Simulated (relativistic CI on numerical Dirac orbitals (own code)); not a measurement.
Hyperfine structure of W28+, mass number 183

Method of calculation: Dirac-Coulomb-Breit CI, orbitals from a KLI potential per configuration, QED by a radiative potential, unscaled Slater integrals (own radial code, finite nucleus).

Configurations in the expansion (outside the closed core [Ar] 3d10): 4s²4p⁶4d¹⁰, 4s²4p⁶4d⁹4f, 4s²4p⁵4d¹⁰4f, 4s4p⁶4d¹⁰4f, 4s²4p⁶4d⁹5s, 4s²4p⁶4d⁹5p, 4s²4p⁶4d⁹5d, 4s²4p⁵4d¹⁰5s, 4p⁶4d¹⁰4f², 4p⁶4d⁹4f³, 4p⁵4d¹⁰4f³, 4p⁶4d⁹4f²5s, 4p⁶4d⁹4f²5p, 4p⁶4d⁹4f²5d. Double excitations out of closed p, d and f shells are left out; levels of such configurations are missing from the list, as are those of other unlisted configurations, and high levels can miss mixing partners. These lack a partner that the ground configuration has and come out too high: 4s²4p⁵4d¹⁰5s.

Nuclear spin I = 1/2, μ = 0.11739 μN (tables of Stone and Pyykkö). The electronic factors are computed for point nuclear moments, without core polarisation or the Bohr-Weisskopf and QED corrections.

```json
{"Level": "4s²4p⁶4d⁹4f ³P°1", "E (cm⁻¹)": "1549412", "A (MHz)": "750"}
{"Level": "4s²4p⁶4d⁹4f ³P°2", "E (cm⁻¹)": "1583091", "A (MHz)": "832.4"}
{"Level": "4s²4p⁶4d⁹4f ³H°5", "E (cm⁻¹)": "1588449", "A (MHz)": "1596"}
{"Level": "4s²4p⁶4d⁹4f ³H°6", "E (cm⁻¹)": "1603669", "A (MHz)": "1222"}
{"Level": "4s²4p⁶4d⁹4f ³F°3", "E (cm⁻¹)": "1612604", "A (MHz)": "1471"}
{"Level": "4s²4p⁶4d⁹4f ³F°4", "E (cm⁻¹)": "1642099", "A (MHz)": "1127"}
{"Level": "4s²4p⁶4d⁹4f ³G°5", "E (cm⁻¹)": "1656609", "A (MHz)": "1199"}
{"Level": "4s²4p⁶4d⁹4f ³D°1", "E (cm⁻¹)": "1670223", "A (MHz)": "-936.2"}
```

Levels with J = 0, under 50 % of one LS term, or S terms without an open s electron are left out. Small factors come from cancelling terms and can be off by tens of per cent or more.

At this charge energies of transitions that change n are usually good to better than 1 %, and those within a shell (Δn = 0) to a few per cent.

Give the hyperfine levels of 4s²4p⁶4d⁹4f ³P°1 relative to its centre of gravity.

With K = F(F + 1) − I(I + 1) − J(J + 1), E = AK/2: F = 1/2: -750, F = 3/2: 375 MHz.

LS names give the leading component of a level, which can be under half, so a name can repeat, a term be missing and a line seem to break the LS rules.
